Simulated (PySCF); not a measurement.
Isomers C8H7F:

A. `C1C(=C(C#C)F)CC=C1`
B. `C#C/C(F)=C/C=C/C=C`
C. `C=C1C=C/C1=C/C=C\F`

Spectrum 1. 13C{1H} NMR (computed): δ 159.2 (CH), 156.7 (CH), 155.9 (C), 154.6 (CH), 148.8 (C), 114.8 (CH), 112.8 (CH), 103.3 (CH2).

Spectrum 2. 13C{1H} NMR (computed): δ 146.3 (C), 142.3 (C), 136.8 (CH), 136.7 (CH), 94.9 (CH), 80.1 (C), 41.9 (CH2), 41.0 (CH2).

Spectrum 3. 13C{1H} NMR (computed): δ 151.0 (C), 145.7 (CH), 142.5 (CH), 132.7 (CH), 128.8 (CH), 128.2 (CH2), 94.3 (CH), 82.0 (C).

[PySCF: structure optimised with GFN2-xTB; shielding tensors at PBE0/pcSseg-1 (GIAO); one averaged value for each set of equivalent atoms; one computed conformer; relativity neglected; gas phase]

δ = σ(ref) − σ, references computed at the same level: 13C vs TMS. Splittings of carbon signals by F and P are missing where no couplings were computed. Shifts are as computed. Against solution values, carbons near 30 ppm lie about +3 ppm off and those near 130 ppm about +5 ppm. Of 1211 compounds with measured shifts, 218 miss one by over three times the rms of a fit or turn the order of signals round; such compounds aren't used in these exercises.

Problem. Which spectrum belongs to which compound?

Solution. 1–C, 2–A, 3–B.

- Spectrum 1 (C): 8 13C signals; δC 159.2 is an alkene CH; δC 156.7 is an alkene CH.
- Spectrum 2 (A): 8 13C signals; δC 146.3 is a fully substituted alkene carbon; δC 142.3 is a fully substituted alkene carbon.
- Spectrum 3 (B): 8 13C signals; δC 151.0 is a fully substituted alkene carbon; δC 145.7 is an alkene CH.
